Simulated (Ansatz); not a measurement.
Stretching the Br1–H2 bond in HBr (multiplicity 1 held). Energies count from the point at 1.425 Å.


Signs of static correlation in cc-pVTZ, with CASSCF(8,5), from Ansatz (a quantum-chemistry and plane-wave program) runs.

```csv
R (Å),T1 of restricted CCSD,⟨S²⟩ of UHF,largest double amplitude of restricted CCSD,weight of the CASSCF reference in MRCISD,CASSCF natural occupations
1.140,0.005,0.000,0.041,0.938,2.00 2.00 2.00 1.99 0.02
1.282,0.005,0.000,0.040,0.937,2.00 2.00 2.00 1.98 0.02
1.425,0.006,0.000,0.052,0.936,2.00 2.00 2.00 1.97 0.03
1.567,0.007,0.000,0.078,0.936,2.00 2.00 2.00 1.96 0.04
1.710,0.008,0.000,0.110,0.935,2.00 2.00 2.00 1.94 0.06
1.923,0.011,0.241,…,0.935,2.00 2.00 2.00 1.89 0.11
2.137,0.015,0.613,0.234,0.936,2.00 2.00 2.00 1.81 0.19
2.493,…,0.874,0.369,0.937,2.00 2.00 2.00 1.63 0.37
2.850,0.037,0.963,0.514,0.938,2.00 2.00 2.00 1.42 0.58
3.277,0.050,0.996,0.667,0.938,2.00 2.00 2.00 1.23 0.77
3.847,0.061,1.007,0.798,0.939,2.00 2.00 2.00 1.10 0.90
4.559,0.066,1.008,0.873,0.939,2.00 2.00 2.00 1.03 0.97
5.699,0.066,1.009,0.907,0.939,2.00 2.00 2.00 1.00 1.00
```

Task: Complete the blanks.

Result: 
- 1.923, largest double amplitude of restricted CCSD: 0.167
- 2.493, T1 of restricted CCSD: 0.024

Doubts at one or more of the structures used: a restricted determinant that unrestricted orbitals would lower (R-CCSD(T)/cc-pVTZ); other coupled-cluster roots lie near (R-CCSD(T)/cc-pVTZ); T1 above 0.05 (R-CCSD(T)/cc-pVTZ, U-CCSD(T)/cc-pVTZ); a spin-contaminated determinant (U-CCSD(T)/cc-pVTZ).
